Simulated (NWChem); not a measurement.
Molecule: MoN$_{2}$H$_{2}$F$_{2}$; SMILES [NH]=[Mo](=[NH])([F])[F]

```xyz
7

Mo     0.0000     0.0000     0.0523
N      0.0000    -1.3871    -0.9499
H      0.0000    -1.8824    -1.8396
N      0.0000     1.3871    -0.9499
H      0.0000     1.8824    -1.8396
F     -1.5734     0.0000     1.0367
F      1.5734     0.0000     1.0367
```
Atoms are numbered in this order, from 1.

Level: PBE0/def2-SVP with def2 effective core potentials on Mo (NWChem), optimised geometry, unscaled harmonic frequencies. def2 effective core potentials on Mo; no spin-orbit coupling.

Q: List the harmonic frequencies with IR intensities, and the thermochemistry.

A: 
| frequency (cm⁻¹) | IR intensity (km/mol) |
|---|---|
| 177 | 8.5 |
| 247 | 1.3 |
| 249 | 5.3 |
| 265 | 0.0 |
| 317 | 4.0 |
| 410 | 333.3 |
| 592 | 109.2 |
| 612 | 0.0 |
| 680 | 66.4 |
| 734 | 270.9 |
| 774 | 76.4 |
| 1031 | 168.0 |
| 1066 | 46.4 |
| 3629 | 169.2 |
| 3634 | 194.0 |

- zero-point energy: 20.6 kcal/mol
- thermal correction to the enthalpy at 298.15 K (with zero-point energy): 25.1 kcal/mol
- heat capacity Cv: 21.2 cal/(mol K)
- entropy at 298.15 K and 1 atm (symmetry number 2): 78.0 cal/(mol K)

Rigid rotor and harmonic oscillator.
